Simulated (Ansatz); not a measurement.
`CB[Si](F)(F)F` + H₂S → `F[Si](F)(F)S` + `BC` at 600 K and 1 bar (cleavage of the Si–B bond).

Calculated with Ansatz (gas phase, PBE0-D4/def2-TZVP geometries, no zero-point term in ΔE). CCSD(T)/CBS adds triple-zeta CCSD(T) − MP2 to the extrapolated MP2 energy (def2 sets, frozen cores). This one scheme is used for every species. One conformer a species, not always the lowest.

```tsv
species	CCSD(T)/CBS energy (Eh)	H − E (kJ/mol)	S (J/(mol·K))
`CB[Si](F)(F)F`	-653.90979	219.1	472.6
H₂S	-398.97279	60.8	230.9
`F[Si](F)(F)S`	-987.07717	100.2	402.7
`BC`	-65.83255	180.5	296.9
```

H − E and S are ideal-gas, rigid-rotor, harmonic terms from PBE0-D4/def2-TZVP, for one conformer and one mirror image of each species. 1 Eh = 2625.50 kJ/mol, R = 8.31446 J/(mol·K).

By hand: ΔE, ΔH, ΔS and ΔG.

ΔE = (-987.07717) + (-65.83255) − (-653.90979) − (-398.97279) = -0.02714 Eh = -71.3 kJ/mol. Δ(H − E) = 100.2 + 180.5 − 219.1 − 60.8 = 0.8, so ΔH = -70.5 kJ/mol. ΔS = 402.7 + 296.9 − 472.6 − 230.9 = -3.9 J/(mol·K). ΔG = -70.5 − 600 × (-3.9)/1000 = -68.2 kJ/mol.

By hand: the equilibrium constant, and the temperature at which ΔG would vanish if ΔH and ΔS stayed fixed.

log₁₀ K = −ΔG/(RT ln 10) = 5.9. ΔG = 0 at ΔH/ΔS = 18077 K, far beyond where these terms or the molecules hold.

The number of gas molecules stays the same, so ΔS is small and ΔH decides. A doubt of 5 kJ/mol in ΔE shifts log₁₀ K by 0.4 here. Other conformers and mirror images would add mixing entropy, several J/(mol·K) or more a flexible species. Modes under 60 cm⁻¹, often nearly free rotors, make the harmonic entropy too high. These are equilibria of isolated gas molecules and say nothing of rates. Largest T1 diagnostic: 0.012 (customary marks: 0.02 for closed shells, 0.045 for open ones).
